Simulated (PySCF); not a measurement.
# What a mistake does to a calculation on AlB2CH6 cation

Calculated results; nothing here was measured. They come from PySCF 2.14.0, an open-source quantum chemistry program, on an isolated molecule that a program drew, which may never have been made. The molecule is AlB2CH6 cation (charge +1, singlet), drawn as the SMILES string `[BH+][CH](B)[AlH2]`.

Each row is a Hartree-Fock (HF) and frozen-core CCSD(T) single point in the cc-pV(D+d)Z basis, meant for a local HF minimum. Run 1 is clean. Each other run has one planted mistake out of seven kinds, and not every kind appears here: one electron removed, one electron added, multiplicity raised by two, geometry at a saddle point, minimal basis STO-3G, one bond length entered in bohr, all coordinates scaled. The reference is restricted for singlets and unrestricted otherwise, and also for a bond in bohr. Adding or removing an electron swaps singlet and doublet. Electrons count all cores. HOMO and LUMO are orbital energies over both spins, the gradient is its largest component, and the lowest frequency (negative if imaginary) is given only where the gradient is small. Bond lengths are over the 9 bonds as drawn. T1 is the CCSD diagnostic: over 0.02 (restricted) or 0.045 (unrestricted) a single reference is doubtful.

Geometry of the clean run:
```xyz
10
AlB2CH6 cation, angstrom
B     1.0532    0.5512    1.0139
C     1.9154   -0.3682    0.3478
B     1.3622   -0.6992   -1.1117
Al    1.9677   -2.2647    1.3066
H     0.2932    1.2842    1.5276
H     2.9847   -0.1381    0.4527
H     2.1420   -0.9868   -1.9619
H     0.1850   -0.6777   -1.3124
H     2.4251   -2.1695    2.7888
H     1.5858   -3.4102    0.3273
```

| run | electrons | basis functions | <S^2> | HOMO (eV) | LUMO (eV) | gradient (hartree/bohr) | lowest frequency (cm^-1) | mean bond (Å) | longest bond (Å) | T1 | HF (hartree) | CCSD(T) (hartree) | mistake |
|---|---|---|---|---|---|---|---|---|---|---|---|---|---|
| 1 | 34 | 95 | 0.000 | -16.74 | -3.94 | 7.6e-06 | 67 | 1.4347 | 2.126 | 0.0141 | -332.35496 | -332.76318 | no fault |
| 2 | 34 | 95 | 2.023 | -12.16 | -8.00 | 7.2e-02 | - | 1.4347 | 2.126 | 0.0315 | -332.18597 | -332.57177 | multiplicity raised by two |
| 3 | 34 | 95 | 0.000 | -13.42 | -5.60 | 2.7e-02 | - | 1.6448 | 4.017 | 0.0146 | -332.28116 | -332.69257 | one bond length entered in bohr |
| 4 | 35 | 95 | 0.766 | -6.02 | 0.73 | 5.4e-02 | - | 1.4347 | 2.126 | 0.0298 | -332.53409 | -332.96045 | ? |

**Which mistake was planted in run 4, and what did it cost?**

It counts 35 electrons, one more than the clean run, at the same geometry and basis. So the mistake is: one electron added. Subtracting run 1 and multiplying by 627.51 kcal/mol a hartree, the energy moved by -112.4 kcal/mol in HF and -123.8 kcal/mol in CCSD(T).

